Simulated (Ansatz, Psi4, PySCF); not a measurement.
C₄H₁₂Ge, triplet, at the geometry of the source list (a higher spin typed on purpose: for a closed-shell molecule this is an excited state). Base run: REVPBE/def2-SVP run with PySCF.

PySCF was given this input:
```python
from pyscf import gto, scf, dft

mol = gto.M(
    atom='''
Ge    0.73830000    1.69310000    0.19690000
C    -0.05660000   -0.13480000   -0.01790000
C    -0.23480000   -0.76880000    1.35770000
C     0.87540000   -0.99630000   -0.86300000
C    -1.41360000   -0.01690000   -0.70370000
H     1.96980000    1.67370000    1.04740000
H     1.12640000    2.30020000   -1.12050000
H    -0.22250000    2.64310000    0.84550000
H    -0.66120000   -1.77000000    1.26630000
H     0.72300000   -0.85220000    1.86990000
H    -0.90450000   -0.16830000    1.97240000
H     1.84840000   -1.09430000   -0.38190000
H     1.02290000   -0.55210000   -1.84820000
H     0.45900000   -1.99480000   -0.99710000
H    -1.30850000    0.41750000   -1.69900000
H    -2.08280000    0.61920000   -0.11980000
H    -1.87860000   -0.99840000   -0.80510000
''',
    basis='def2-svp',
    spin=2,
    verbose=4,
)

mf = dft.UKS(mol)
mf.xc = 'revpbe'
mf.kernel()
```

The same geometry, method and basis name were run in Ansatz (a first-principles code) and Psi4 and PySCF, at each program's defaults and at the settings that a row names. The base is PySCF at its defaults. Differences at the defaults can come from grids, fitting, cores and function types together.

| code and settings | ΔE vs base (mEh) | basis functions | E (Eh) | SCF cycles | dipole (D) | outcome |
|---|---|---|---|---|---|---|
| PySCF, defaults (exact integrals, its default grid, spherical functions) | 0.000 | 148 | -2235.79908 | 12 | 3.90 | converged |
| Psi4, defaults (density fitting with its default set, its default grid, spherical functions) | -0.146 | 148 | -2235.79923 | 13 | 3.90 | converged |
| Ansatz, defaults (factorised integrals, its default grid, spherical functions) | 0.012 | 148 | -2235.79907 | - | - | converged |
| PySCF, density fitting with def2-universal-jkfit | -0.151 | 148 | -2235.79923 | 12 | 3.90 | converged |
| PySCF, fine grid | 0.014 | 148 | -2235.79907 | 12 | 3.90 | converged |
| Psi4, exact integrals, spherical functions, fine grid | - | 148 | - | - | - | cut at the time limit |
| Ansatz, high accuracy | 0.014 | 148 | -2235.79907 | - | - | converged |

Open shells are given as the SCF converged; they aren't shown to be the lowest states, and a large step between rows can be another state.
